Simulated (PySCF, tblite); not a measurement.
Isomers of C5H11ClS2Si, one GFN2-xTB conformer each. Single-point energies are computed at PBE0/pcSseg-1 (PySCF, gas phase, no added dispersion term), electronic only.

| SMILES | GFN2-xTB relative energy (kJ/mol) |
| --- | --- |
| CC(=S)S[Si@@H](Cl)C(C)C | 1.4 |
| CCC[Si@@H](Cl)SC(C)=S | 0.0 |

Conformers: `[CH3:1][C:2](=[S:3])[S:4][Si@@H:5]([Cl:6])[CH:7]([CH3:8])[CH3:9]` with C1–C2–S4–Si5 -178°, C2–S4–Si5–Cl6 70°, S4–Si5–C7–C8 178°; `[CH3:1][CH2:2][CH2:3][Si@@H:4]([Cl:5])[S:6][C:7]([CH3:8])=[S:9]` with C1–C2–C3–Si4 -179°, C2–C3–Si4–Cl5 62°, C3–Si4–S6–C7 173°, Si4–S6–C7–C8 178°.

Question: What does PBE0/pcSseg-1 give for the same structures?

Answer: 
| SMILES | PBE0/pcSseg-1 E (Eh) | PBE0/pcSseg-1 (kJ/mol) | GFN2-xTB (kJ/mol) | point group |
| --- | --- | --- | --- | --- |
| CCC[Si@@H](Cl)SC(C)=S | -1742.42622 | 0.0 | 0.0 | C1 |
| CC(=S)S[Si@@H](Cl)C(C)C | -1742.42374 | 6.5 | 1.4 | C1 |

Both levels put the same isomer lowest. Neighbours under 10 kJ/mol apart (CCC[Si@@H](Cl)SC(C)=S and CC(=S)S[Si@@H](Cl)C(C)C) can change places with a better method, another conformer or zero-point energy.

Question: Which frontier levels, dipoles and rotational constants go with these structures?

Answer: 
| SMILES | HOMO (eV, PBE0/pcSseg-1) | LUMO (eV) | dipole (D) | A, B, C (MHz) |
| --- | --- | --- | --- | --- |
| CCC[Si@@H](Cl)SC(C)=S | -6.52 | -2.04 | 2.41 | 1608, 435.0, 377.3 |
| CC(=S)S[Si@@H](Cl)C(C)C | -6.53 | -2.06 | 2.37 | 1449, 537.9, 454.6 |

Question: What happens when harmonic zero-point energies from GFN2-xTB frequencies are added?

Answer: 
```tsv
SMILES	ZPE (kJ/mol)	electronic (kJ/mol)	with ZPE (kJ/mol)
CCC[Si@@H](Cl)SC(C)=S	391.0	0.0	0.0
CC(=S)S[Si@@H](Cl)C(C)C	391.1	6.5	6.5
```

The zero-point energies span 0.1 kJ/mol. The order is unchanged.

Question: As an exercise, what shares would exp(−E/RT) give at 1000 K from these electronic energies alone (no entropy, no degeneracies)?

Answer: RT = 8.314 kJ/mol: CCC[Si@@H](Cl)SC(C)=S 68.6 %, CC(=S)S[Si@@H](Cl)C(C)C 31.4 %.
